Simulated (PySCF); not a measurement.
# Ionisation energy of I by level of theory

I [Kr] 4d10 5s2 5p5 (2P) → I⁺ [Kr] 4d10 5s2 5p4 (3P), as a difference of total energies. Computed with PySCF 2.14 in aug-cc-pVQZ-DK3, with scalar relativity by spin-free X2C-1e. Correlated levels: valence: [Kr] 4d10 frozen. The calculations carry no spin-orbit coupling.

| method | ionisation energy (eV) |
| --- | --- |
| UHF | 9.543 |
| MP2 (valence) | 10.393 |
| SCS-MP2 (valence) | 10.413 |
| CCSD (valence) | 10.426 |
| CCSD(T) (valence) | 10.474 |

A first-order spin-orbit estimate (lowest level to lowest level, LS coupling) adds -0.037 eV.

Errors of the correlated levels include the incompleteness of this basis and the frozen core.

Task: Which method comes closest to the reference value, and which is furthest?

Result: The reference is 10.451 eV (measured; NIST Atomic Spectra Database, ionization energies). Closest: CCSD(T) (valence) (error -0.014 eV); furthest: UHF (error -0.945 eV), both after the spin-orbit estimate.
